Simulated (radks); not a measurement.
Problem. Neutral mercury, [Hg]. All-electron calculation, non-relativistic Kohn-Sham, exchange-only B88, spin-polarised, spherical densities, point nucleus. Program: a radial shooting solver on a logarithmic mesh with Libxc functionals. Every spin shell is full or empty, so the densities are truly spherical. Functionals are evaluated on that one density, not self-consistently. Rank these orbital-free kinetic functionals by their error against the exact value of the orbitals, and give that value: Thomas-Fermi, TF + vW, TF + vW/9, LC94, revAPBEK, Thakkar, LKT, DePristo-Kress.

Solution. Exact: 18409.2 hartree. From best to worst, with 100 (|E| - |E exact|)/|E exact| (equal figures are ties): LC94 +0.02, revAPBEK +0.18, DePristo-Kress -0.20, TF + vW/9 -0.69, Thakkar -0.78, Thomas-Fermi -4.62, LKT +15.90, TF + vW +30.78.
